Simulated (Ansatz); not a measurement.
Basis-set extrapolation for `[SiH3][SiH]1[NH][AlH][S]1` (PBE0-D4/def2-TZVP geometry, frozen core, Ansatz 0.2.0). Multiplicity 1, RHF reference.

```
                       def2-TZVPP    def2-QZVPP
                 HF  -1275.450541  -1275.489311
    MP2 correlation     -0.698276     -0.753659
CCSD(T) correlation     -0.790679       not run
```

Energies in hartree. Use E(X) = E(∞) + A·exp(−7.88·√X) for Hartree–Fock and E(X) = E(∞) + B·X^(−2.97) for correlation, with X = 3 and 4, and add CCSD(T) minus MP2 of the smaller set to the MP2 limit.

Question: What is the CCSD(T) energy at the basis-set limit?

Answer: HF limit: -1275.489311 + (-0.038770) × 0.13774 = -1275.49465. MP2 limit: -0.753659 + (-0.055383) × 0.74074 = -0.79468. Higher-order term: -0.790679 − (-0.698276) = -0.09240. Total: -1276.38173 hartree, 368.9 kJ/mol below CCSD(T)/def2-TZVPP.
